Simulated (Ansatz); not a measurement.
`C[S][Cd][OH]` at its PBE0-D4/def2-TZVP geometry, where that method's forces vanish. The species carries charge 0 and has multiplicity 1. Cd takes the def2 core potential.

```xyz
8

C     1.2295    0.5260    1.1361
S    -0.5808    0.5003    1.3382
Cd   -1.3259   -0.2317   -0.7307
O    -1.9920   -0.7385   -2.5148
H     1.6336    0.8688    2.0892
H     1.6313   -0.4650    0.9299
H     1.5433    1.2225    0.3600
H    -2.1389   -1.6824   -2.6079
```

(1) What forces (eV/Å) does PBE-D4/def2-TZVPP give on these atoms in Ansatz? (Best estimate.)

Answers

(1) Computed: 
```
C1   0.045 -0.015 -0.052
S2  -0.246  0.053  0.156
Cd3  0.042 -0.041  0.113
O4  -0.028  0.501 -0.248
H5   0.075  0.072  0.200
H6   0.090 -0.194 -0.041
H7   0.074  0.137 -0.152
H8  -0.053 -0.512  0.023
```
